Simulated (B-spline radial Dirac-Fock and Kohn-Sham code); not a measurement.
**X-ray scattering factor of Cl**

System: the Cl atom, [Ne] 3s2 3p5.

Calculated with a radial B-spline solver, using Dirac-Fock densities. f₀ is the Fourier transform of the spherical electron density, S the Waller-Hartree incoherent function, and s = sin θ/λ. The electron scattering factor follows from the Mott-Bethe formula f_e = 0.023934 Å⁻¹·(Z − f₀)/s².

```
s (Å⁻¹)      f₀       S  f_e (Å)  tabulated f₀  tabulated S
      0  17.000   0.000        –        17.000        0.000
   0.05  16.510   0.617    4.691        16.511        0.617
    0.1  15.232   2.066    4.231        15.234        2.065
   0.15  13.594   3.666    3.623        13.596        3.665
    0.2  11.989   5.076    2.998        11.991        5.074
   0.25  10.632   6.240    2.439        10.635        6.239
    0.3   9.575   7.181    1.974         9.576        7.182
   0.35   8.782   7.935    1.606         8.780        7.936
    0.4   8.181   8.548    1.319         8.180        8.553
   0.45   7.706   9.068    1.098         7.708        9.074
    0.5   7.305   9.531    0.928         7.309        9.539
    0.6   6.595  10.371    0.692         6.595       10.382
    0.7   5.915  11.145    0.541         5.907       11.158
    0.8   5.245  11.853    0.440         5.237       11.867
    0.9   4.607  12.485    0.366         4.605       12.499
      1   4.023  13.035    0.311         4.027       13.050
    1.1   3.509  13.506    0.267         3.516       13.519
    1.2   3.070  13.903    0.232         3.076       13.915
    1.4   2.404  14.511    0.178         2.404       14.519
    1.6   1.967  14.935    0.141         1.963       14.942
    1.8   1.686  15.243    0.113         1.684       15.250
      2   1.502  15.480    0.093         1.505       15.487
    2.5   1.241  15.917    0.060         1.245       15.924
      3   1.069  16.235    0.042         1.067       16.243
    3.5   0.915  16.472    0.031         0.913       16.479
      4   0.773  16.641    0.024         0.774       16.648
      5   0.536  16.839    0.016         0.537       16.843
      6   0.367  16.927    0.011         0.366       16.930
```

Tabulated f₀: the analytical fit of Waasmaier and Kirfel, Acta Cryst. A51, 416 (1995); tabulated S: Hubbell et al., J. Phys. Chem. Ref. Data 4, 471 (1975). These are calculations too.

f₀ starts at the number of electrons, 17, and has fallen to half at s ≈ 0.37 Å⁻¹. The sum of ⟨r²⟩ over the electrons is 27.58 bohr². It fixes the forward electron scattering factor, f_e(0) = (a₀/3)Σ⟨r²⟩ = 4.864 Å.
